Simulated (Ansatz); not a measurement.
# Nudged elastic band run: ClF2GeH3

Input:

```yaml
crystal:
  periodic: [false, false, false]
  atoms:
    - { symbol: Ge, position_ang: [0.551245, 0.0, -0.260326] }
    - { symbol: H, position_ang: [0.5054, 0.0, 1.253328] }
    - { symbol: H, position_ang: [1.916111, 0.0, -0.922567] }
    - { symbol: F, position_ang: [-0.311588, 1.359655, -0.840337] }
    - { symbol: F, position_ang: [-0.311588, -1.359655, -0.840337] }
    - { symbol: Cl, position_ang: [-3.005863, 0.0, 1.675648] }
    - { symbol: H, position_ang: [-2.836417, 0.0, 2.936592] }
basis:
  gaussian: { orbitals: def2-SVP }
hamiltonian:
  xc: hf
neb:
  order_check: false
  images: 9
  f_tol: 0.03
  max_iterations: 60
  spring: 0.1
  final_atoms:
    - { symbol: Ge, position_ang: [-0.33842924, -5.38e-06, -0.79097916] }
    - { symbol: H, position_ang: [-0.33446384, 1.711e-05, 3.81510815] }
    - { symbol: H, position_ang: [0.83127906, -1.306e-05, 0.15772868] }
    - { symbol: F, position_ang: [-0.27530196, 1.3497031, -1.82330233] }
    - { symbol: F, position_ang: [-0.27530035, -1.3496959, -1.82332562] }
    - { symbol: Cl, position_ang: [-2.2274758, -1.595e-05, 0.17018931] }
    - { symbol: H, position_ang: [-0.87300787, 1.007e-05, 3.29658198] }
  initial_path:
    images:
      - { positions_ang: [[0.551245, 0.0, -0.260326], [0.5054, 0.0, 1.253328], [1.916111, 0.0, -0.922567], [-0.311588, 1.359655, -0.840337], [-0.311588, -1.359655, -0.840337], [-3.005863, 0.0, 1.675648], [-2.836417, 0.0, 2.936592]] }
      - { positions_ang: [[0.44368689, 0.0, -0.20502686], [0.39486328, 0.0, 1.38570212], [1.8310506, 0.0, -0.82866219], [-0.40118212, 1.361904, -0.78591764], [-0.40118212, -1.361904, -0.78591764], [-2.88511533, 0.0, 1.48730175], [-2.4748212, 0.0, 2.73452146]] }
      - { positions_ang: [[0.33612877, 0.0, -0.14972773], [0.28432656, 0.0, 1.51807625], [1.7459902, 0.0, -0.73475739], [-0.49077624, 1.364153, -0.73149828], [-0.49077624, -1.364153, -0.73149828], [-2.76436766, 0.0, 1.29895551], [-2.1132254, 0.0, 2.53245093]] }
      - { positions_ang: [[0.22857066, 0.0, -0.09442859], [0.17378984, 0.0, 1.65045037], [1.66092979, 0.0, -0.64085258], [-0.58037036, 1.366402, -0.67707892], [-0.58037036, -1.366402, -0.67707892], [-2.64361998, 0.0, 1.11060926], [-1.7516296, 0.0, 2.33038039]] }
      - { positions_ang: [[0.12101254, 0.0, -0.03912946], [0.06325312, 0.0, 1.78282449], [1.57586939, 0.0, -0.54694777], [-0.66996447, 1.368651, -0.62265957], [-0.66996447, -1.368651, -0.62265957], [-2.52287231, 0.0, 0.92226302], [-1.3900338, 0.0, 2.12830985]] }
      - { positions_ang: [[0.01345443, 0.0, 0.01616968], [-0.0472836, 0.0, 1.91519861], [1.49080899, 0.0, -0.45304297], [-0.75955859, 1.3709, -0.56824021], [-0.75955859, -1.3709, -0.56824021], [-2.40212464, 0.0, 0.73391677], [-1.028438, 0.0, 1.92623932]] }
      - { positions_ang: [[-0.0569223, -1.08e-06, -0.14526009], [-0.10471965, 3.42e-06, 2.29518052], [1.358903, -2.61e-06, -0.33088864], [-0.66270727, 1.36666062, -0.81925263], [-0.66270694, -1.36665918, -0.81925729], [-2.36719487, -3.19e-06, 0.62117128], [-0.99735197, 2.01e-06, 2.20030785]] }
      - { positions_ang: [[-0.12729904, -2.15e-06, -0.30668985], [-0.16215569, 6.84e-06, 2.67516243], [1.22699702, -5.22e-06, -0.20873431], [-0.56585594, 1.36242124, -1.07026506], [-0.5658553, -1.36241836, -1.07027437], [-2.3322651, -6.38e-06, 0.50842578], [-0.96626594, 4.03e-06, 2.47437638]] }
      - { positions_ang: [[-0.19767577, -3.23e-06, -0.46811962], [-0.21959174, 1.027e-05, 3.05514433], [1.09509103, -7.83e-06, -0.08657998], [-0.46900461, 1.35818186, -1.32127748], [-0.46900365, -1.35817754, -1.32129146], [-2.29733534, -9.57e-06, 0.39568029], [-0.93517992, 6.04e-06, 2.74844491]] }
      - { positions_ang: [[-0.2680525, -4.3e-06, -0.62954939], [-0.27702779, 1.369e-05, 3.43512624], [0.96318505, -1.044e-05, 0.03557435], [-0.37215329, 1.35394248, -1.5722899], [-0.372152, -1.35393672, -1.57230854], [-2.26240557, -1.276e-05, 0.2829348], [-0.90409389, 8.06e-06, 3.02251344]] }
      - { positions_ang: [[-0.33842924, -5.38e-06, -0.79097916], [-0.33446384, 1.711e-05, 3.81510815], [0.83127906, -1.306e-05, 0.15772868], [-0.27530196, 1.3497031, -1.82330233], [-0.27530035, -1.3496959, -1.82332562], [-2.2274758, -1.595e-05, 0.17018931], [-0.87300787, 1.007e-05, 3.29658198]] }
```

Launched with:

```bash
$ ansatz run input.yaml --threads 1 --pin off --max-ram 2048MiB --backend cpu --events-out ev --progress --plain --runs-dir out
```

Output, in part (warnings, iteration lines, the closing report on the highest movable image, with atoms numbered from 0):

```
NEB end point (image 0): max|allowed force component| = 1.688e-2 eV/Å (the criterion of neb.relax_end_points is 1.000e-2)
NEB end point (image 10): max|allowed force component| = 2.043e-2 eV/Å (the criterion of neb.relax_end_points is 1.000e-2)
NEB iter   1: max|band force component| = 6.213e0 eV/Å  barrier→ = 4.3022 eV  barrier← = 4.6724 eV  Δτ_max = 0.2000 Å  (394 SCF iters)
NEB iter   2: max|band force component| = 2.600e0 eV/Å  barrier→ = 3.5692 eV  barrier← = 3.9394 eV  Δτ_max = 0.2000 Å  (316 SCF iters)
NEB iter   3: max|band force component| = 1.817e0 eV/Å  barrier→ = 2.9486 eV  barrier← = 3.3188 eV  Δτ_max = 0.2000 Å  (303 SCF iters)
NEB iter   4: max|band force component| = 3.384e0 eV/Å  barrier→ = 2.9833 eV  barrier← = 3.3534 eV  Δτ_max = 0.1000 Å  (306 SCF iters)
NEB iter   5: max|band force component| = 1.065e0 eV/Å  barrier→ = 2.5363 eV  barrier← = 2.9064 eV  Δτ_max = 0.1530 Å  (312 SCF iters)
NEB iter   6: max|band force component| = 7.499e-1 eV/Å  barrier→ = 2.8366 eV  barrier← = 3.2068 eV  Δτ_max = 0.0654 Å  (312 SCF iters)
NEB iter   7: max|band force component| = 6.088e-1 eV/Å  barrier→ = 2.8626 eV  barrier← = 3.2328 eV  Δτ_max = 0.0598 Å  (306 SCF iters)
NEB iter   8: max|band force component| = 7.185e-1 eV/Å  barrier→ = 2.8512 eV  barrier← = 3.2214 eV  Δτ_max = 0.0300 Å  (293 SCF iters)
NEB iter   9: max|band force component| = 3.648e-1 eV/Å  barrier→ = 2.8131 eV  barrier← = 3.1833 eV  CI = image 5  Δτ_max = 0.0543 Å  (289 SCF iters)
NEB iter  10: max|band force component| = 2.455e-1 eV/Å  barrier→ = 2.7987 eV  barrier← = 3.1688 eV  CI = image 5  Δτ_max = 0.0235 Å  (294 SCF iters)
NEB iter  11: max|band force component| = 1.773e-1 eV/Å  barrier→ = 2.7924 eV  barrier← = 3.1626 eV  CI = image 5  Δτ_max = 0.0172 Å  (271 SCF iters)
NEB iter  12: max|band force component| = 1.183e-1 eV/Å  barrier→ = 2.7900 eV  barrier← = 3.1602 eV  CI = image 5  Δτ_max = 0.0063 Å  (261 SCF iters)
NEB iter  13: max|band force component| = 5.013e-2 eV/Å  barrier→ = 2.7896 eV  barrier← = 3.1598 eV  CI = image 5  Δτ_max = 0.0039 Å  (249 SCF iters)
NEB iter  14: max|band force component| = 1.863e-2 eV/Å  barrier→ = 2.7895 eV  barrier← = 3.1597 eV  CI = image 5  Δτ_max = 0.0000 Å  (533 SCF iters)
Total energy: -74420.03751175 eV, -2734.8859348438 hartree
Atom 0 at    -0.172752     0.000001    -0.003295 Å, force     0.025015    -0.000031     0.000581 eV/Å
Atom 1 at    -0.011044    -0.000002     1.749757 Å, force    -0.002919     0.000000    -0.003273 eV/Å
Atom 2 at     1.342822     0.000001    -0.094549 Å, force    -0.008381     0.000002     0.001609 eV/Å
Atom 3 at    -0.626046     1.452462    -0.756491 Å, force    -0.008176    -0.012408     0.001474 eV/Å
Atom 4 at    -0.626045    -1.452463    -0.756489 Å, force    -0.008170     0.012438     0.001490 eV/Å
Atom 5 at    -2.452969     0.000002     1.097400 Å, force     0.005471    -0.000001    -0.004596 eV/Å
Atom 6 at    -0.946667    -0.000001     1.765668 Å, force    -0.002840     0.000000     0.002715 eV/Å
Dipole moment:     0.750551     0.000001     0.369369 e Å
```

The run converged. Neighbouring images differ by up to 1.7 eV, so the band resolves the path poorly. Another band between the same ends (9 images) ends at a top of the same energy, where a vibrational analysis finds 1 clearly imaginary mode. The orbitals stay closed-shell, which can raise the energy where a bond breaks towards radicals; this wasn't checked here.

Final band (atoms are numbered from 1 in the order of the input):

```json
{"image": "0", "path coordinate (Å)": "0.00", "energy (eV)": "0.00", "Ge1–H2 (Å)": "1.51", "Cl6–H7 (Å)": "1.27", "Ge1–Cl6 (Å)": "4.05"}
{"image": "1", "path coordinate (Å)": "0.60", "energy (eV)": "0.01", "Ge1–H2 (Å)": "1.52", "Cl6–H7 (Å)": "1.27", "Ge1–Cl6 (Å)": "3.86"}
{"image": "2", "path coordinate (Å)": "1.20", "energy (eV)": "0.07", "Ge1–H2 (Å)": "1.52", "Cl6–H7 (Å)": "1.27", "Ge1–Cl6 (Å)": "3.73"}
{"image": "3", "path coordinate (Å)": "1.81", "energy (eV)": "0.27", "Ge1–H2 (Å)": "1.52", "Cl6–H7 (Å)": "1.27", "Ge1–Cl6 (Å)": "3.38"}
{"image": "4", "path coordinate (Å)": "2.41", "energy (eV)": "1.10", "Ge1–H2 (Å)": "1.56", "Cl6–H7 (Å)": "1.30", "Ge1–Cl6 (Å)": "2.89"}
{"image": "5", "path coordinate (Å)": "3.02", "energy (eV)": "2.79", "Ge1–H2 (Å)": "1.76", "Cl6–H7 (Å)": "1.65", "Ge1–Cl6 (Å)": "2.53"}
{"image": "6", "path coordinate (Å)": "3.74", "energy (eV)": "1.22", "Ge1–H2 (Å)": "2.21", "Cl6–H7 (Å)": "2.10", "Ge1–Cl6 (Å)": "2.22"}
{"image": "7", "path coordinate (Å)": "4.46", "energy (eV)": "0.13", "Ge1–H2 (Å)": "2.73", "Cl6–H7 (Å)": "2.43", "Ge1–Cl6 (Å)": "2.13"}
{"image": "8", "path coordinate (Å)": "5.18", "energy (eV)": "-0.28", "Ge1–H2 (Å)": "3.31", "Cl6–H7 (Å)": "2.81", "Ge1–Cl6 (Å)": "2.12"}
{"image": "9", "path coordinate (Å)": "5.89", "energy (eV)": "-0.36", "Ge1–H2 (Å)": "3.98", "Cl6–H7 (Å)": "3.24", "Ge1–Cl6 (Å)": "2.12"}
{"image": "10", "path coordinate (Å)": "6.60", "energy (eV)": "-0.37", "Ge1–H2 (Å)": "4.61", "Cl6–H7 (Å)": "3.41", "Ge1–Cl6 (Å)": "2.12"}
```

The run took 5.2 min on 1 thread of Arm Neoverse V1, with other jobs on the host, peak memory 0.19 GiB.
